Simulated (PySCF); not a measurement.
Pt(2+): excitation energy

Pt(2+) [Xe] 4f14 5d8 (3F) → Pt(2+) [Xe] 4f14 5d7 6p1 (high-spin determinant), as a difference of total energies. All numbers are calculated (PySCF 2.14, the spin-free X2C one-electron Hamiltonian (Gaussian nucleus), in ANO-RCC-VTZP (8s7p5d3f1g, 84 functions)). Correlated levels: valence: [Xe] 4f14 frozen; valence and next inner shell: [Kr] 4d10 4f14 frozen. The calculations carry no spin-orbit coupling.

| method | excitation energy (eV) |
| --- | --- |
| UHF | 10.426 |
| LDA | 11.098 |
| PBE | 10.889 |
| PBE0 | 11.000 |
| r2SCAN | 10.914 |
| MP2 (valence) | 11.221 |
| SCS-MP2 (valence) | 11.472 |
| MP2 (valence and next inner shell) | 11.119 |
| SCS-MP2 (valence and next inner shell) | 11.251 |

**Question.** How much does correlation contribute at MP2 (valence and next inner shell)?

**Answer.** 11.119 − (10.426) = 0.693 eV, measured against UHF.

A first-order spin-orbit estimate (lowest level to lowest level, LS coupling) adds 0.361 eV.

The basis was made for the ground configuration and has no added diffuse functions, so the excitation energy can come out too high.

The determinant of the upper state mixes LS terms, which raises its energy above the lowest term, most at the Hartree-Fock and MP2 levels.
